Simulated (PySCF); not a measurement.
sodium chloride (ClNa), singlet, geometry from GFN2-xTB (such geometries of metal compounds can be far from the true shape); BLYP/6-31G* (PySCF).

Input for PySCF:
```python
from pyscf import gto, scf, dft

mol = gto.M(
    atom='''
Na   -0.000000   -0.000000   -1.363281
Cl    0.000000    0.000000    0.882123
''',
    basis='6-31g*',
    charge=0,
    spin=0,
    verbose=4,
)

mf = dft.RKS(mol)
mf.xc = 'blyp'
mf.grids.atom_grid = (50, 194)
mf.kernel()
```

Predict the main parts of the log of this PySCF run.


```
PySCF version 2.14.0

[INPUT] verbose = 4
[INPUT] num. atoms = 2
[INPUT] num. electrons = 28
[INPUT] charge = 0
[INPUT] spin (= nelec alpha-beta = 2S) = 0
[INPUT] symmetry False subgroup None
[INPUT] Mole.unit = angstrom
[INPUT] Symbol           X                Y                Z      unit          X                Y                Z       unit  Magmom
[INPUT]  1 Na     0.000000000000   0.000000000000  -1.363281000000 AA    0.000000000000   0.000000000000  -2.576227720823 Bohr   0.0
[INPUT]  2 Cl     0.000000000000   0.000000000000   0.882123000000 AA    0.000000000000   0.000000000000   1.666970878180 Bohr   0.0

nuclear repulsion = 44.0705273714842
number of shells = 16
number of NR pGTOs = 102
number of NR cGTOs = 36
basis = 6-31g*
ecp = {}

******** <class 'pyscf.dft.rks.RKS'> ********
method = RKS
initial guess = minao
damping factor = 0
level_shift factor = 0
DIIS = <class 'pyscf.scf.diis.CDIIS'>
diis_start_cycle = 1
diis_space = 8
diis_damp = 0
SCF conv_tol = 1e-09
SCF conv_tol_grad = None
SCF max_cycles = 50
direct_scf = True
direct_scf_tol = 1e-13
XC library pyscf.dft.libxc version 7.1.2
    S. Lehtola, C. Steigemann, M. J. T. Oliveira, and M. A. L. Marques,  SoftwareX 7, 1–5 (2018)
XC functionals = blyp
    A. D. Becke,  Phys. Rev. A 38, 3098 (1988)
    C. Lee, W. Yang, and R. G. Parr,  Phys. Rev. B 37, 785 (1988)
    B. Miehlich, A. Savin, H. Stoll, and H. Preuss,  Chem. Phys. Lett. 157, 200 (1989)
radial grids:
    Treutler-Ahlrichs [JCP 102, 346 (1995); DOI:10.1063/1.469408] (M4) radial grids

becke partition: Becke, JCP 88, 2547 (1988); DOI:10.1063/1.454033
pruning grids: <function nwchem_prune>
grids dens level: 3
symmetrized grids: False
atomic radii adjust function: <function treutler_atomic_radii_adjust>
User specified grid scheme (50, 194)
small_rho_cutoff = 0
Set gradient conv threshold to 3.16228e-05
Initial guess from minao.
tot grids = 12432
init E= -622.45447469852
  HOMO = -0.346452928696909  LUMO = -0.0826074246021929  gap/eV = 7.17960
cycle= 1 E= -622.455893173985  delta_E= -0.00142  |g|= 0.396  |ddm|= 0.918
  HOMO = -0.0756695621281281  LUMO = -0.059409202560307  gap/eV = 0.44247
cycle= 2 E= -621.709000400071  delta_E= 0.747  |g|=  1.4  |ddm|= 2.12
  HOMO = -0.198362312977327  LUMO = -0.0729743670473719  gap/eV = 3.41198
cycle= 3 E= -622.518105586608  delta_E= -0.809  |g|= 0.0578  |ddm|= 1.64
  HOMO = -0.182546994010847  LUMO = -0.0833119439841488  gap/eV = 2.70032
cycle= 4 E= -622.518993112061  delta_E= -0.000888  |g|= 0.0313  |ddm|= 0.175
  HOMO = -0.184732408762486  LUMO = -0.0833947237086676  gap/eV = 2.75754
cycle= 5 E= -622.519341365935  delta_E= -0.000348  |g|= 0.00822  |ddm|= 0.0496
  HOMO = -0.18677071664405  LUMO = -0.0839309004942967  gap/eV = 2.79841
cycle= 6 E= -622.519368801891  delta_E= -2.74e-05  |g|= 0.000594  |ddm|= 0.0121
  HOMO = -0.186920656702233  LUMO = -0.0839615694402795  gap/eV = 2.80166
cycle= 7 E= -622.519368921142  delta_E= -1.19e-07  |g|= 5.88e-05  |ddm|= 0.000788
  HOMO = -0.186928027485413  LUMO = -0.0839495285757077  gap/eV = 2.80219
cycle= 8 E= -622.519368922582  delta_E= -1.44e-09  |g|= 1.58e-06  |ddm|= 0.000102
  HOMO = -0.186927614894316  LUMO = -0.0839485841291674  gap/eV = 2.80220
cycle= 9 E= -622.519368922584  delta_E= -1.82e-12  |g|= 4.37e-07  |ddm|= 4.9e-06
  HOMO = -0.186927345174035  LUMO = -0.0839484716737011  gap/eV = 2.80220
Extra cycle  E= -622.519368922584  delta_E= -2.27e-13  |g|= 7.87e-07  |ddm|= 2.06e-06
converged SCF energy = -622.519368922584
```
